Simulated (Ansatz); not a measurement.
System: Si$_{2}$H$_{5}$ (charge +1, singlet). 
Structure (B3LYP-D3(BJ)/def2-TZVP (Ansatz, a quantum-chemistry and plane-wave program) minimum search):
```
Si
H 1 1.4714
H 1 1.4714 2 116.46
H 1 1.4804 2 114.19 3 136.50
Si 1 2.3706 2 105.25 4 107.38
H 5 1.4763 1 123.94 2 153.61
H 5 1.4763 6 112.03 1 -176.74
```
Charge +1, spin multiplicity 1.

Basis-set convergence of Hartree-Fock and CCSD(T) correlation energies (hartree) with Ansatz. Cores are frozen in the correlated levels unless marked. No spin-orbit coupling. No relativistic terms.

```json
[
 {"basis": "def2-SVP", "functions": "61", "E(HF)": "-580.27848", "E(corr, CCSD(T))": "-0.23150"},
 {"basis": "def2-TZVPP", "functions": "154", "E(HF)": "[?]", "E(corr, CCSD(T))": "[?]"}
]
```

Question: What belongs in the gaps?

Answer: 
- def2-TZVPP, E(HF): -580.48688
- def2-TZVPP, E(corr, CCSD(T)): -0.27709
